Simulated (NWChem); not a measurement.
Program: NWChem. System: F4Ge, charge 0, spin multiplicity 1, at a geometry optimised with PBE0/def2-SVP. The structure started from a generated list of species. Level: TPSS/def2-TZVP.

Part of the output:

```
             Northwest Computational Chemistry Package (NWChem) 7.3.0
             --------------------------------------------------------

                                NWChem Input Module
                                -------------------

 Scaling coordinates for geometry "geometry" by  1.889725989
 (inverse scale =  0.529177249)

 Turning off AUTOSYM since
 SYMMETRY directive was detected!

                             Geometry "geometry" -> ""
                             -------------------------

 Output coordinates in angstroms (scale by  1.889725989 to convert to a.u.)

  No.       Tag          Charge          X              Y              Z
 ---- ---------------- ---------- -------------- -------------- --------------
    1 F                    9.0000     0.00000000     1.38648400     0.98038800
    2 Ge                  32.0000     0.00000000     0.00000000     0.00000000
    3 F                    9.0000     0.00000000    -1.38648400     0.98038800
    4 F                    9.0000    -1.38648400     0.00000000    -0.98038700
    5 F                    9.0000     1.38648400     0.00000000    -0.98038700

 Effective nuclear repulsion energy (a.u.)     451.7450977367

            Nuclear Dipole moment (a.u.)
            ----------------------------
        X                 Y               Z
 ---------------- ---------------- ----------------
     0.0000000000     0.0000000000     0.0000340151

      Symmetry information
      --------------------

 Group name             C2v
 Group number             16
 Group order               4
 No. of unique centers     3

      Symmetry unique atoms

     1    2    4


 Summary of "ao basis" -> "" (spherical)
 ------------------------------------------------------------------------------
       Tag                 Description            Shells   Functions and Types
 ---------------- ------------------------------  ------  ---------------------
 *                         def2-tzvp                  on all atoms

                                 NWChem DFT Module
                                 -----------------

 Summary of "ao basis" -> "ao basis" (spherical)
 ------------------------------------------------------------------------------
       Tag                 Description            Shells   Functions and Types
 ---------------- ------------------------------  ------  ---------------------
 F                         def2-tzvp                11       31   5s3p2d1f
[...]
 Vector   33  Occ=2.000000D+00  E=-3.904727D-01  Symmetry=a2
              MO Center=  9.0D-09,  1.5D-09,  2.5D-05, r^2= 3.3D+00
   Bfn.  Coefficient  Atom+Function         Bfn.  Coefficient  Atom+Function
  ----- ------------  ---------------      ----- ------------  ---------------
     6      0.256920  1 F  px                85     -0.256920  3 F  px
   117      0.256914  4 F  py               148     -0.256914  5 F  py
     9      0.207936  1 F  px                88     -0.207936  3 F  px
   120      0.207931  4 F  py               151     -0.207931  5 F  py
    12      0.137908  1 F  px                91     -0.137908  3 F  px

 Vector   34  Occ=2.000000D+00  E=-3.904726D-01  Symmetry=b2
              MO Center= -9.0D-09,  3.1D-14,  4.8D-01, r^2= 3.1D+00
   Bfn.  Coefficient  Atom+Function         Bfn.  Coefficient  Atom+Function
  ----- ------------  ---------------      ----- ------------  ---------------
     8      0.256918  1 F  pz                87     -0.256918  3 F  pz
    11      0.207934  1 F  pz                90     -0.207934  3 F  pz
     7     -0.181668  1 F  py                86     -0.181668  3 F  py
   117      0.181666  4 F  py               148      0.181666  5 F  py
    10     -0.147031  1 F  py                89     -0.147031  3 F  py

 Vector   35  Occ=0.000000D+00  E=-1.032409D-01  Symmetry=a1
              MO Center= -6.9D-15,  1.5D-15, -3.3D-07, r^2= 2.7D+00
   Bfn.  Coefficient  Atom+Function         Bfn.  Coefficient  Atom+Function
  ----- ------------  ---------------      ----- ------------  ---------------
    37      1.133245  2 Ge s                 36      0.583003  2 Ge s
    35     -0.274259  2 Ge s                  5     -0.228770  1 F  s
    84     -0.228770  3 F  s                115     -0.228770  4 F  s
   146     -0.228770  5 F  s                 34     -0.208711  2 Ge s
    13      0.156471  1 F  py                92     -0.156471  3 F  py

 Vector   36  Occ=0.000000D+00  E= 3.467189D-02  Symmetry=a1
              MO Center= -3.5D-10,  4.4D-10, -1.1D-07, r^2= 3.6D+00
   Bfn.  Coefficient  Atom+Function         Bfn.  Coefficient  Atom+Function
  ----- ------------  ---------------      ----- ------------  ---------------
    52      1.099193  2 Ge pz                49      0.495663  2 Ge pz
     5     -0.259460  1 F  s                 84     -0.259460  3 F  s
   115      0.259459  4 F  s                146      0.259459  5 F  s
    43     -0.177550  2 Ge pz                13      0.169955  1 F  py
    92     -0.169955  3 F  py               122      0.169955  4 F  px

 Vector   37  Occ=0.000000D+00  E= 3.467326D-02  Symmetry=b2
              MO Center=  1.8D-16, -4.4D-10, -2.9D-01, r^2= 3.5D+00
   Bfn.  Coefficient  Atom+Function         Bfn.  Coefficient  Atom+Function
  ----- ------------  ---------------      ----- ------------  ---------------
    51      1.099204  2 Ge py                48      0.495658  2 Ge py
     5     -0.366937  1 F  s                 84      0.366937  3 F  s
    42     -0.177549  2 Ge py                14      0.169956  1 F  pz
    93     -0.169956  3 F  pz               123     -0.168802  4 F  py
   154     -0.168802  5 F  py               117     -0.156363  4 F  py

 center of mass
 --------------
 x =   0.00000000 y =   0.00000000 z =   0.00000048

 moments of inertia (a.u.)
 ------------------
         521.677751678490           0.000000000000           0.000000000000
           0.000000000000         521.677751678490           0.000000000000
           0.000000000000           0.000000000000         521.680273044094

     Multipole analysis of the density
     ---------------------------------

     L   x y z        total         alpha         beta         nuclear
     -   - - -        -----         -----         ----         -------
     0   0 0 0     -0.000000    -34.000000    -34.000000     68.000000

     1   1 0 0      0.000000      0.000000      0.000000      0.000000
     1   0 1 0     -0.000000     -0.000000     -0.000000      0.000000
     1   0 0 1      0.000000     -0.000017     -0.000017      0.000034

     2   2 0 0    -27.918329    -75.742294    -75.742294    123.566260
     2   1 1 0     -0.000000     -0.000000     -0.000000      0.000000
     2   1 0 1     -0.000000     -0.000000     -0.000000      0.000000
     2   0 2 0    -27.918321    -75.742291    -75.742291    123.566260
     2   0 1 1      0.000000      0.000000      0.000000      0.000000
     2   0 0 2    -27.918289    -75.741677    -75.741677    123.565065

 Task  times  cpu:       17.6s     wall:       17.6s

 Total times  cpu:       17.7s     wall:       17.7s
```

Write an NWChem input that would produce this output.

This is not unique; one that fits is 
```
start mol
memory heap 200 mb stack 900 mb global 1100 mb
geometry units angstroms nocenter noautoz
  F      0.000000     1.386484     0.980388
  Ge     0.000000     0.000000    -0.000000
  F      0.000000    -1.386484     0.980388
  F     -1.386484     0.000000    -0.980387
  F      1.386484     0.000000    -0.980387
  symmetry group C2v
end
basis spherical
  * library def2-tzvp
end
dft
  xc xtpss03 ctpss03
  semidirect memsize 60000000 filesize 0
  iterations 100
  grid fine
end
task dft energy
```
